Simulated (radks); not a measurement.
Effect of the nuclear size on neutral copper, [Ar] 3d10 4s1. Method: Dirac Kohn-Sham, exchange-only LDA, spin-unpolarised, spherical densities, finite nucleus; Fermi nuclear charge, rms radius 3.8823 fm; computed with a radial shooting solver on a logarithmic mesh with Libxc functionals. The rms radius is varied about that value; shifts are against it.

rms radius (fm)  total energy shift (eV)  density at nucleus (e/bohr^3)  1s1/2 shift (meV)  2s1/2 shift (meV)  2p1/2 shift (meV)  3s1/2 shift (meV)
3.1641                           -0.0655                      2.231e+04              -27.9              -2.64              0.223             -0.391
3.5174                           -0.0349                      2.219e+04              -14.8              -1.40              0.119             -0.208
3.8823                                 0                      2.208e+04              0.000              0.000              0.000              0.000
4.2628                            0.0398                      2.197e+04               17.0               1.60             -0.136              0.238
4.4103                            0.0562                      2.193e+04               23.9               2.26             -0.191              0.336

Slopes of the eigenvalues against <r^2> in GHz/fm^2, as finite differences over the two radii next to the reference (eigenvalue slopes, not the field-shift constants of lines): 1s1/2 1330, 2s1/2 125, 2p1/2 -10.6, 3s1/2 18.6.
